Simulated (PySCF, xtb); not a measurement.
Al(OH) (AlHO), SMILES [OH][Al] (connectivity only; charge and spin as stated), neutral, multiplicity 1.

GFN2-xTB (xtb 6.7.1) at its own geometry gives an orbital gap of 3.08 eV and a dipole moment of 0.64 D.

The structure is a stationary point at B3LYP-D3(BJ)/def2-TZVPD.

Task: What does PySCF with B3LYP/def2-TZVPD give? (Estimate from the structure and the level; the computed values follow.)

Result: gap 5.50 eV (levels -6.50 and -1.01 eV), dipole 0.81 D.
